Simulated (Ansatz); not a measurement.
Molecule: sum formula SiPH$_{4}$, charge -1, multiplicity 1. It need not be the lowest isomer of its formula. Whether it binds its extra electron was not tested at this geometry. 
Geometry from a B3LYP-D3(BJ)/def2-TZVP (Ansatz, an electronic-structure program) optimisation:
```
P
H 1 1.4282
H 1 1.4282 2 91.55
Si 1 2.3917 2 97.39 3 -97.65
H 4 1.5420 1 91.33 2 -87.34
H 4 1.5420 5 92.74 1 91.39
```
Charge -1, spin multiplicity 1.

Basis-set convergence of Hartree-Fock and CCSD correlation energies (hartree) with Ansatz. Cores are frozen in the correlated levels unless marked. Spin-orbit coupling is left out. No relativistic terms. This anion needs diffuse functions, which these sets lack.

| basis | functions | E(HF) | E(corr, CCSD) |
|---|---|---|---|
| def2-SVP | 56 | -631.77056 | -0.27665 |
| def2-TZVPP | 140 | -631.99379 | -0.34698 |
| def2-QZVPP | 260 | [?] | [?] |

### Question
Complete the blanks.

### Answer

- def2-QZVPP, E(HF): -632.01426
- def2-QZVPP, E(corr, CCSD): -0.36515
